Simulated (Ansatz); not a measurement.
The first iterations of a band of CH4Ga + H2 (8 atoms, charge 0, multiplicity 2).

These are results of Ansatz, UKS r2SCAN/def2-SVP, not measurements.

```yaml
movable_images: 7
climbing_image: yes
spring: 5.0 eV/Å²
optimiser: quadratic models (default)
start_path: through a guess of the saddle point
force_threshold: 0.05 eV/Å
iteration_limit: 60
end_points: relaxed
```

Initial state:

```xyz
8
Properties=species:S:1:pos:R:3
Ga -0.131 0.665 -0.271
H 0.144 0.260 1.975
C 1.671 0.060 -0.857
H 1.813 -1.010 -0.634
H 1.729 0.188 -1.951
H 2.490 0.638 -0.405
H -1.387 -0.302 -0.414
H 0.131 -0.499 1.857
```

Final state:

```xyz
8
Properties=species:S:1:pos:R:3
Ga -0.042 0.025 -0.550
H -0.200 0.165 3.224
C 1.786 0.003 -1.329
H 1.974 -1.004 -1.742
H 1.816 0.717 -2.171
H 2.583 0.253 -0.616
H -1.290 -0.290 -1.498
H -0.167 0.131 3.982
```

| iteration | highest image above the first end (eV) | largest band force component (eV/Å) |
| --- | --- | --- |
| 1 | 1.638 | 10.760 |
| 2 | 0.451 | 1.523 |
| 3 | 1.033 | 9.794 |
| 4 | 0.602 | 4.522 |
| 5 | 0.426 | 2.053 |

Q: Does the band converge within its limit, and where does its top end?

A: The forces met the threshold. It ended after 15 iterations with the highest image 0.070 eV above the first end. The top lies less than 8 meV above the higher end, about what the thresholds resolve: that end is a shoulder or a very shallow well. A vibrational analysis at the climbing image gives no mode beyond 40i cm⁻¹: the surface is too flat there to confirm a saddle point.

The run took 5.1 min on 4 threads of Arm Neoverse N1 (shared host), peak memory 0.23 GiB.
